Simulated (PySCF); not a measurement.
# Excitation energy of Zr by level of theory

Zr [Kr] 4d2 5s2 (3F) → Zr [Kr] 4d4 (5D), as a difference of total energies. All numbers are calculated (PySCF 2.14, scalar relativity by spin-free X2C-1e, in x2c-TZVPPall with one added diffuse shell each of s, p, d, f type (9s7p7d3f1g, 95 functions)). Correlated levels: valence: [Kr] frozen. The calculations carry no spin-orbit coupling.

| method | excitation energy (eV) |
| --- | --- |
| UHF | 2.475 |
| MP2 (valence) | 2.662 |
| SCS-MP2 (valence) | 3.330 |
| CCSD (valence) | 2.753 |
| CCSD(T) (valence) | 2.783 |

Task: How much does correlation contribute at CCSD(T) (valence)?

Result: 2.783 − (2.475) = 0.308 eV, measured against UHF.

A first-order spin-orbit estimate (lowest level to lowest level, LS coupling) adds 0.044 eV.
